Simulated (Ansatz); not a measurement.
Reaction (substitution at a C–N bond): `CC1=[N+](C)[B-](C)(C)N1C` + HCl → `C/N=C(/C)Cl` + `CNB(C)C`

Isolated molecules relaxed with PBE0-D4/def2-TZVP in Ansatz; ΔE leaves out vibrations. CBS: MP2 limit from def2 TZ/QZ plus the TZ coupled-cluster correction, frozen cores. This one scheme is used for every species. Functionals use def2-TZVPP. HSE06 is defined as in plane-wave codes. One conformer a species, not always the lowest.

`CC1=[N+](C)[B-](C)(C)N1C`:

```xyz
24

C    -0.038    2.540    0.025
C     0.009    1.056    0.013
N    -0.351    0.221    0.970
C    -1.193    0.466    2.094
B     0.019   -1.004   -0.002
C     1.298   -1.845    0.461
C    -1.262   -1.829   -0.488
N     0.388    0.240   -0.952
C     1.200    0.490   -2.096
H     0.556    2.959   -0.786
H     0.338    2.928    0.973
H    -1.069    2.885   -0.094
H    -1.179    1.523    2.377
H    -0.851   -0.114    2.955
H    -2.233    0.182    1.894
H     2.126   -1.212    0.796
H     1.673   -2.476   -0.353
H     1.050   -2.522    1.286
H    -1.642   -2.474    0.313
H    -1.016   -2.490   -1.326
H    -2.087   -1.185   -0.811
H     0.789   -0.022   -2.971
H     2.223    0.125   -1.948
H     1.251    1.557   -2.329
```

HCl:

Z-matrix (Å, degrees):
```
Cl
H 1 1.279
```

`C/N=C(/C)Cl`:

Cartesian coordinates in Å:
```
C 1.596 0.950 -0.438
N 0.647 0.238 0.365
C -0.433 -0.213 -0.051
C -1.417 -0.950 0.784
Cl -0.994 -0.049 -1.744
H 1.764 1.933 0.009
H 2.551 0.419 -0.404
H 1.287 1.073 -1.480
H -1.587 -1.947 0.373
H -2.377 -0.428 0.782
H -1.038 -1.026 1.802
```

`CNB(C)C`:

```xyz
15

C    -0.578    0.616    1.950
N    -0.352   -0.381    0.934
B     0.098   -0.231   -0.382
C     0.455    1.174   -1.007
C     0.254   -1.532   -1.267
H    -1.616    0.609    2.297
H     0.068    0.460    2.821
H    -0.366    1.607    1.554
H    -0.551   -1.319    1.247
H     0.286    2.042   -0.368
H    -0.113    1.329   -1.931
H     1.509    1.188   -1.307
H    -0.009   -2.460   -0.750
H     1.284   -1.636   -1.626
H    -0.368   -1.467   -2.166
```

Task: Is it downhill or uphill in electronic energy at CCSD(T)/CBS, and by how much? (Estimate.)

Result: Ansatz gave: Downhill: ΔE = -3.9 kJ/mol.

Task: What do these levels give: PBE-D4, BLYP-D4, PBE0-D4, HSE06-D4, revPBE, BLYP, PBE0, HSE06, BHLYP, CAM-B3LYP, CCSD(T)/def2-SVP, SCS-MP2/def2-QZVPP? (Estimate.)

Result: The calculation gave: PBE-D4 -0.8, BLYP-D4 -16.8, PBE0-D4 5.8, HSE06-D4 5.2, revPBE -23.6, BLYP -41.4, PBE0 -6.4, HSE06 -6.3, BHLYP -23.8, CAM-B3LYP -18.0, CCSD(T)/def2-SVP 14.0, SCS-MP2/def2-QZVPP -3.8 kJ/mol.

Largest T1 diagnostic among the species: 0.013.

In def2-TZVPP, CCSD(T) changes the Hartree–Fock value by +35.9 kJ/mol (the triples alone add +4.0 kJ/mol) and MP2 by +44.6 kJ/mol. From PBE to PBE0 (25 % exact exchange), in def2-TZVPP and without D4, ΔE moves by +7.8 kJ/mol.
